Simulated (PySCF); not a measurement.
InCl2, SMILES [Cl][In][Cl], multiplicity 2. Atoms are numbered in the order given.

```xyz
3

In     0.0000     0.0000     0.4893
Cl     0.0000     2.0654    -0.7051
Cl     0.0000    -2.0654    -0.7051
```
Charge 0, spin multiplicity 2.

Coordinates come from a B3LYP-D3(BJ)/def2-TZVP optimisation. The spin state was assumed, not searched. The isomer is the one that the SMILES or the coordinates give; other isomers of the formula were not compared. The def2 effective core potentials stand for the cores of In; spin–orbit coupling is left out.

These are PySCF with TDA-M06-2X/def2-SVPD values and carry that method's errors.

Vertical excitations. Gas-phase values at a fixed geometry.

Computed UV-visible absorptions:
```json
[
 {"state": "root 1", "energy (eV)": "2.96", "λ (nm)": "419", "f": "0.000", "main pairs": "β HOMO→LUMO 96 %"},
 {"state": "root 2", "energy (eV)": "3.02", "λ (nm)": "410", "f": "0.000", "main pairs": "β HOMO−1→LUMO 96 %"},
 {"state": "root 3", "energy (eV)": "3.29", "λ (nm)": "376", "f": "0.001", "main pairs": "α HOMO→LUMO 15 %, β HOMO−3→LUMO 81 %"},
 {"state": "root 4", "energy (eV)": "3.42", "λ (nm)": "362", "f": "0.010", "main pairs": "β HOMO−2→LUMO 91 %"},
 {"state": "root 5", "energy (eV)": "3.59", "λ (nm)": "345", "f": "0.059", "main pairs": "α HOMO→LUMO 83 %, β HOMO−3→LUMO 14 %"},
 {"state": "root 6", "energy (eV)": "4.08", "λ (nm)": "304", "f": "0.085", "main pairs": "β HOMO−4→LUMO 91 %"},
 {"state": "root 7", "energy (eV)": "5.30", "λ (nm)": "234", "f": "0.041", "main pairs": "α HOMO→LUMO+1 68 %, β HOMO−5→LUMO 20 %"},
 {"state": "root 8", "energy (eV)": "5.80", "λ (nm)": "214", "f": "0.004", "main pairs": "α HOMO−2→LUMO 27 %, β HOMO−1→LUMO+1 64 %"},
 {"state": "root 9", "energy (eV)": "5.81", "λ (nm)": "214", "f": "0.000", "main pairs": "α HOMO−1→LUMO 5 %, β HOMO→LUMO+1 91 %"},
 {"state": "root 10", "energy (eV)": "5.94", "λ (nm)": "209", "f": "0.111", "main pairs": "α HOMO−3→LUMO 16 %, α HOMO→LUMO+1 13 %, α HOMO→LUMO+2 7 %, β HOMO−5→LUMO 47 %, β HOMO−3→LUMO+1 8 %"}
]
```
Unrestricted roots are not spin-pure.
